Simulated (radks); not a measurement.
Values are calculated unless marked as measured or tabulated.
Task: Cs II, configuration [Kr] 4d10 5s2 5p5 7s1 (not the ground configuration). Level of theory: scalar-relativistic Kohn-Sham, PBE, spin-polarised, spherical densities, finite nucleus; open shells are filled with parallel spins first (spin-orbit coupling, left out, can overturn this in heavy ions); Fermi nuclear charge, rms radius 4.8041 fm (a radial shooting solver on a logarithmic mesh with Libxc functionals). Some entries of the table are withheld. Estimate them.

orbital  occ.  eigenvalue (eV)  <1/r> (bohr^-1)
1s up       1        -35810.31            59.39
1s down     1        -35810.26            59.39
2s up       1        -5628.628            13.64
2s down     1        -5628.603            13.64
2p up       3        -5050.757            13.00
2p down     3        -5050.714            13.00
3s up       1        -1180.757            4.917
3s down     1        -1180.713            4.917
3p up       3        -994.7662            4.668
3p down     3        -994.7162            4.668
3d up       5        -721.7256            4.423
3d down     5        -721.6774            4.423
4s up       1        -233.5726            2.017
4s down     1        -233.4722            2.017
4p up       3              (1)            1.855
4p down     3              (2)            1.855
4d up       5         -87.5092            1.584
4d down     5         -87.3646            1.586
5s up       1         -39.3215              (3)
5s down     1         -38.5228              (4)
5p up       3              (5)           0.6508
5p down     2              (6)           0.6501
7s up       1          -4.0545           0.1490

Result: 
(1) 4p up eigenvalue (eV): -174.0971
(2) 4p down eigenvalue (eV): -173.9942
(3) 5s up <1/r> (bohr^-1): 0.7678
(4) 5s down <1/r> (bohr^-1): 0.7700
(5) 5p up eigenvalue (eV): -25.5127
(6) 5p down eigenvalue (eV): -24.6847
